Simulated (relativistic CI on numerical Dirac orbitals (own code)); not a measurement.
Sb II: what numerical and physical settings do to a radial Dirac CI calculation

Reference input:

```
atom Sb  Z=51  charge=1  electrons=50
nucleus A=121  rms_radius_fm=4.6802
hamiltonian dirac-coulomb  breit=on  qed=on  c_scale=1
orbitals kli  potential=per-configuration
slater_scale 1
correlation none
mixing on
grid step=0.0125 r_max=129.7
scf mixing=0.4 start=green max_iterations=150 tolerance=2e-08 node_fill=0.05
configurations
  [Kr] 4d10 5s2 5p2
  [Kr] 4d10 5s 5p3
  [Kr] 4d10 5s2 5p 5d
  [Kr] 4d10 5s2 5p 6s
  [Kr] 4d10 5p4
end
```

Computed lowest total energy -6472.37640 Ha, first excitation 2893.1 cm⁻¹, 57 SCF steps. Runs with settings changed; * marks those that are bad on purpose (the QED terms keep the true α when c is scaled):

```tsv
Changed	Outcome	Lowest level	ΔE (Ha)	First excitation (cm⁻¹)	SCF steps	Message
QED terms off, start potential previous, speed of light × 10	converged	5s²5p² ³P0	158	16.1	51	
start potential bare, node fill of the KLI weights 0	converged	5s²5p² ³P0	0.00444	2848.1	82	
SCF tolerance 1e-06, end of the grid at 64.85 bohr	converged	5s²5p² ³P0	-2.58e-08	2893.1	50	
grid step 0.03	converged	5s²5p² ³P0	0.000327	2893.1	58	
charge 0 *	refused				0	configuration [Kr] 4d10 5s2 5p2 has 50 electrons, the ion has 51
speed of light × 0.05 *	not converged				1	SCF of 1s2 2s2 2p6 3s2 3p6 3d10 4s2 4p6 4d10 5s2 5p2 stopped: an orbital could not be found
```

With so few configurations and no correlation, terms lie too far apart (by 10 to 50 % near neutrality), their order can be wrong, and levels of other configurations are missing.
